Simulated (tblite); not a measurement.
Species: CH4BrNSi.
SMILES with atom numbers: `[H]/[N:1]=[CH:2]\[SiH2:3][Br:4]` (hydrogens: H5 on N1; H6 on C2; H7, H8 on Si3)

Geometry (GFN2-xTB, Å), atoms numbered from 1 in this order:
```
atom  x, y, z in Å
N1     1.8504    0.0865    0.0078
C2     0.8133   -0.6192   -0.0056
Si3   -1.0138   -0.0694   -0.0085
Br4   -0.9568    2.1485    0.0060
H5     1.7027    1.0980    0.0190
H6     0.9917   -1.6939   -0.0176
H7    -1.6860   -0.4629   -1.2362
H8    -1.6924   -0.4782    1.2105
```

Calculated harmonic vibrations of the isolated species, GFN2-xTB (tblite), most abundant isotopes, no scaling. Against measured fundamentals such values can be off by several per cent, at times by over 20. Modes of hydrogen on silicon can be 10 to 20 % off. One conformer, not necessarily the lowest.

Q: How many normal modes are there?

A: 8 atoms, non-linear: 3N − 6 = 18.

Q: What is the point group of the computed structure, and how do the modes divide by symmetry?

A: Cs. The vibrations span 12 a′ + 6 a″.

Q: How many distinct wavenumbers does the calculation give?

A: 18: Cs has no degenerate species.

Q: How many fundamentals are allowed in the infrared by symmetry?

A: 18 of 18: in Cs every mode is allowed. All fundamentals are allowed in the Raman spectrum.

Q: What zero-point energy do the modes add up to?

A: ½Σν̃ = 10499 cm⁻¹ = 30.0 kcal/mol (18 modes); those above 1550 cm⁻¹ give 18.1 kcal/mol of it.

Q: What thermal excitation has the softest real mode at 298.15 K?

A: θ = hcν̃/k = 136 K for 94.7 cm⁻¹, so N1/N0 = 0.63 and ⟨v⟩ = 1/(exp(θ/T) − 1) = 1.7.

Hardware: Arm Neoverse N1, one thread, no GPU, on a shared host. Cost: 0.23 s wall. The figure is for the frequency step alone.
